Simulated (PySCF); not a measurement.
Compound: 1,4-dimethylimidazole, C5H8N2.
SMILES with atom numbers: `[CH3:1][c:2]1[cH:3][n:4]([CH3:5])[cH:6][n:7]1` (hydrogens: H8, H9, H10 on C1; H11 on C3; H12, H13, H14 on C5; H15 on C6)

The same species was optimised twice, with GFN2-xTB and with PBE0-D3(BJ)/def2-SVP (PySCF), and the same property calculations (PySCF, gas phase) were run on both structures.

```tsv
coordinate	GFN2-xTB	PBE0-D3(BJ)/def2-SVP	change
C2–C3 (Å)	1.369	1.378	+0.009
N4–C6 (Å)	1.352	1.360	+0.008
C2–N7 (Å)	1.363	1.370	+0.007
C6–N7 (Å)	1.303	1.309	+0.006
C3–N4 (Å)	1.370	1.375	+0.005
N4–C5 (Å)	1.434	1.438	+0.004
C1–C2 (Å)	1.488	1.489	+0.001
C5–N4–C6 (°)	127.7	127.0	-0.7
C1–C2–C3 (°)	129.1	128.6	-0.5
C2–C3–N4 (°)	106.5	106.0	-0.5
C3–C2–N7 (°)	109.2	109.6	+0.4
C3–N4–C5 (°)	126.3	126.7	+0.4
C3–N4–C6 (°)	106.0	106.3	+0.3
C2–N7–C6 (°)	106.0	105.8	-0.2
C1–C2–N7 (°)	121.7	121.8	+0.1
```

Rotational constants: A = 7335, B = 2041, C = 1629 MHz (GFN2-xTB) against A = 7254, B = 2025, C = 1616 MHz (PBE0-D3(BJ)/def2-SVP).

On the GFN2-xTB structure: lowest singlet, TDDFT (eV) 5.86 [PBE0/def2-SVPD]; isotropic polarisability (au) 71.9 [PBE0/def2-SVPD]; HOMO (eV) -6.32 [PBE0/def2-SVPD]; LUMO (eV) 0.58 [PBE0/def2-SVPD]; dipole (D) 3.75 [PBE0/def2-SVPD].

Q: What do these properties become on the PBE0-D3(BJ)/def2-SVP structure?

A: 
```tsv
property	level	on GFN2-xTB	on PBE0-D3(BJ)/def2-SVP	change
lowest singlet, TDDFT (eV)	PBE0/def2-SVPD	5.86	5.85	-0.01
isotropic polarisability (au)	PBE0/def2-SVPD	71.9	73.2	+1.3
HOMO (eV)	PBE0/def2-SVPD	-6.32	-6.32	0.00
LUMO (eV)	PBE0/def2-SVPD	0.58	0.57	-0.01
dipole (D)	PBE0/def2-SVPD	3.75	3.75	0.00
energy, GFN2-xTB geometry as zero (kcal/mol)	PBE0/def2-SVPD	0.0	-1.0	-1.0
```

The heavy atoms differ by 0.008 Å rms after alignment. Among the bonds compared C2–C3 and N4–C6 change most and about equally (+0.008 to +0.009 Å). Changes are differences of the printed values. Neither structure is proved a minimum here.
